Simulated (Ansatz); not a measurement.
CH₃O₂ (SMILES O=C[OH2+]), charge +1, singlet, geometry from GFN2-xTB; CCSD(T)/6-31G** (Ansatz, a quantum-chemistry and plane-wave program).

Input for Ansatz:
Ansatz 0.2 input:
```yaml
crystal:
  periodic: [false, false, false]
  atoms:
    - {symbol: O, position_ang: [-0.99670430, -0.48679131, -0.02050171]}
    - {symbol: C, position_ang: [0.16260915, 0.52937802, -0.00703074]}
    - {symbol: O, position_ang: [1.22437017, 0.11575511, 0.11238354]}
    - {symbol: H, position_ang: [-0.70362568, -1.42889272, -0.05203392]}
    - {symbol: H, position_ang: [-0.30185128, 1.51257374, -0.07705403]}
    - {symbol: H, position_ang: [-1.79150481, -0.29165963, -0.56378237]}
basis:
  gaussian:
    orbitals: 6-31G__.json
total_charge: 1
magnetization: {spin_polarized: false}
correlation: {method: ccsd_t}
```
The basis file holds 6-31G** in the JSON format of the Basis Set Exchange.

Q: Predict the main parts of the log of this Ansatz run.

A: 
```
Functional definition: HF
555 factors; integrals over basis functions are off by at most 1.2e-3 eV
mean field evaluation 1: about -5138.2797 eV, gradient 5.5e1 eV
mean field evaluation 2: about -5138.2854 eV, gradient 5.5e1 eV
mean field evaluation 4: about -5143.6719 eV, gradient 4.7e0 eV
mean field evaluation 8: about -5143.7441 eV, gradient 3.2e-1 eV
mean field evaluation 16: about -5143.6631 eV, gradient 4.7e0 eV
mean field -5143.74503744 eV, -189.0291435702 hartree, gradient 3.1e-6 eV, S^2 0.000000; 0 other end points of the search recorded, 0 dependent functions left out
3 core orbitals not correlated
reference -5143.74503744 eV, -189.0291435702 hartree; 9, 9 occupied and 48, 48 virtual orbitals, 555 factors
second order -13.49265628 eV of doubles, -0.00000000 eV of singles
cycle   1  -13.34462940 eV  change    1.5e-1 eV  update   1.0e-1
cycle   2  -13.72821762 eV  change   -3.8e-1 eV  update   3.1e-2
cycle   3  -13.84455623 eV  change   -1.2e-1 eV  update   1.7e-2
cycle   4  -13.83828144 eV  change    6.3e-3 eV  update   3.7e-3
cycle   5  -13.83750017 eV  change    7.8e-4 eV  update   1.6e-3
cycle   6  -13.83834192 eV  change   -8.4e-4 eV  update   5.1e-4
cycle   7  -13.83801263 eV  change    3.3e-4 eV  update   2.2e-4
cycle   8  -13.83789375 eV  change    1.2e-4 eV  update   7.5e-5
cycle   9  -13.83793133 eV  change   -3.8e-5 eV  update   2.7e-5
cycle  10  -13.83793092 eV  change    4.2e-7 eV  update   1.1e-5
perturbative correction -0.41251390 eV, -0.0151596064 hartree
Total energy: -5157.99548226 eV, -189.5528377581 hartree
```
